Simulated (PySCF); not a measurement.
**Electron correlation in Mn⁸⁺ (manganese, charge +8)**

Starting occupation: [Ne] 3s2 3p5, 3p1/2 with m_j = -1/2, +1/2, 3p3/2 with m_j = -1/2, +1/2, +3/2. Calculation: PySCF 2.14, in an uncontracted even-tempered set (20 s from 0.43 bohr⁻², ratio 2.4; 14 p from 0.56 bohr⁻², ratio 2.4; 5 d from 4 bohr⁻², ratio 2.6; 4 f from 6 bohr⁻², ratio 2.6); X2C-1e with screened-nucleus spin-orbit coupling, Gaussian nucleus. Frozen: 1s2; 15 electrons correlated; the 52 highest virtual spinors left out.

MP2 pair energies summed by pair of shells (mhartree):

```csv
pair,energy,share (%)
2p-2p,-187.08,34.8
3p-3p,-106.54,19.8
2p-3p,-73.83,13.8
2p-2s,-55.70,10.4
3p-3s,-55.19,10.3
2p-3s,-20.81,3.9
2s-3p,-13.63,2.5
2s-2s,-10.15,1.9
3s-3s,-9.26,1.7
2s-3s,-4.75,0.9
```

Total MP2 correlation energy: -536.95 mhartree.

The GHF reference relaxed away from the jj start to a determinant that is no pure jj level (⟨S²⟩ = 0.75, ⟨J²⟩ = 3.75); the energies belong to that determinant.
